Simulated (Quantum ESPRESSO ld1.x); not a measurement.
Results of a calculation; reference values are marked as such.
Q: Hf LI, configuration [Ar] 3d4. Code: ld1.x of Quantum ESPRESSO 7.5. Model: scalar-relativistic Kohn-Sham, LDA (Slater exchange, VWN5 correlation), spin-unpolarised, spherical densities, point nucleus. Some entries of the table are withheld. Estimate them.

orbital  occ.  eigenvalue (eV)  <r> (bohr)
1s          2              (1)     0.01900
2s          2         -14243.3     0.07996
2p          6         -12901.2     0.07125
3s          2         -5288.69      0.1987
3p          6         -4886.95         (2)
3d          4              (3)      0.1744
4s          0         -2705.31         (4)
4p          0         -2545.64         (5)

A: 
(1) 1s eigenvalue (eV): -68391.9
(2) 3p <r> (bohr): 0.1960
(3) 3d eigenvalue (eV): -4472.67
(4) 4s <r> (bohr): 0.3806
(5) 4p <r> (bohr): 0.3852
